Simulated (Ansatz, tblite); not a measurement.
Forces on the cluster Hf2Te3 at its PBE0-D4/def2-SVP geometry. Charge 0, multiplicity 1.

In the def2 sets Hf, Te take a core potential; there is no spin–orbit coupling. The xTB rows come from tblite. The restricted singlet is unstable towards broken spin symmetry at other levels; at PBE-D4/def2-TZVP this wasn't settled. Another isomer (singlet) lies 2.38 eV lower at PBE0-D4/def2-TZVP; other spin states weren't run for this one.

GFN1-xTB (tblite), largest force 8.68 eV/Å:

```xyz
5
positions Å, forces eV/Å
Hf    0.766   -0.061    1.209    1.712   -3.019    7.957
Hf    0.328    0.728   -1.191   -1.259    2.320   -8.261
Te   -0.165    2.528    0.863    0.072    0.803    0.245
Te   -1.659   -1.029   -0.033   -1.473   -0.160    0.216
Te    0.730   -2.167   -0.849    0.949    0.056   -0.157
```

GFN2-xTB (tblite), largest force 5.45 eV/Å:

```
Hf 1.195 -1.528 5.096
Hf -0.679 1.822 -4.555
Te 0.210 0.396 -0.248
Te -1.356 -0.476 0.123
Te 0.629 -0.214 -0.416
```

PBE-D4/def2-TZVP (Ansatz), largest force 0.26 eV/Å:

```
Hf 0.072 -0.078 0.242
Hf -0.030 0.088 -0.240
Te -0.044 0.068 0.027
Te -0.072 0.053 0.024
Te 0.074 -0.130 -0.053
```
